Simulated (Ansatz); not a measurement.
Tuning the range parameter of LC-ωPBE so that −HOMO meets the ionisation energy; basis def2-SVP, Ansatz. System: (NMe2)3Si-S-SiH3 (C6H21N3SSi2). The state is a singlet with charge 0. Geometry: r2SCAN-D4/def2-SVP. The ionised state is a doublet.

Geometry of the singlet:

```xyz
33

Si    0.435   -0.090    0.018
N     0.012   -1.066   -1.349
C     0.337   -0.800   -2.732
C    -0.925   -2.158   -1.169
N     0.694   -1.041    1.436
C     1.908   -1.806    1.624
C    -0.293   -1.246    2.473
N    -0.796    1.085    0.362
C    -0.762    1.901    1.560
C    -1.972    1.286   -0.458
S     2.320    0.905   -0.452
Si    1.469    2.716   -1.229
H    -0.533   -0.422   -3.311
H     1.145   -0.059   -2.800
H     0.687   -1.724   -3.234
H    -1.066   -2.372   -0.097
H    -1.922   -1.942   -1.608
H    -0.549   -3.084   -1.647
H     1.709   -2.898    1.635
H     2.406   -1.549    2.580
H     2.626   -1.607    0.813
H     0.068   -0.898    3.463
H    -1.219   -0.703    2.238
H    -0.552   -2.320    2.581
H     0.191    1.758    2.094
H    -1.585    1.647    2.258
H    -0.856    2.977    1.318
H    -2.060    2.341   -0.788
H    -2.904    1.033    0.088
H    -1.922    0.654   -1.357
H     0.901    3.598   -0.168
H     0.413    2.444   -2.251
H     2.594    3.441   -1.889
```

```json
{"ω (1/bohr)": "0.1", "HOMO (eV)": "-6.24", "LUMO (eV)": "1.24", "vertical IE (eV)": "7.19", "HOMO + IE (eV)": "0.95"}
{"ω (1/bohr)": "0.15", "HOMO (eV)": "-6.85", "LUMO (eV)": "1.76", "vertical IE (eV)": "7.36", "HOMO + IE (eV)": "0.50"}
{"ω (1/bohr)": "0.2", "HOMO (eV)": "-7.37", "LUMO (eV)": "2.17", "vertical IE (eV)": "7.56", "HOMO + IE (eV)": "0.19"}
{"ω (1/bohr)": "0.3", "HOMO (eV)": "-8.19", "LUMO (eV)": "2.72", "vertical IE (eV)": "7.95", "HOMO + IE (eV)": "-0.24"}
```

Problem. Where does the tuning condition hold?

Solution. Near ω = 0.24 bohr⁻¹, by linear interpolation.
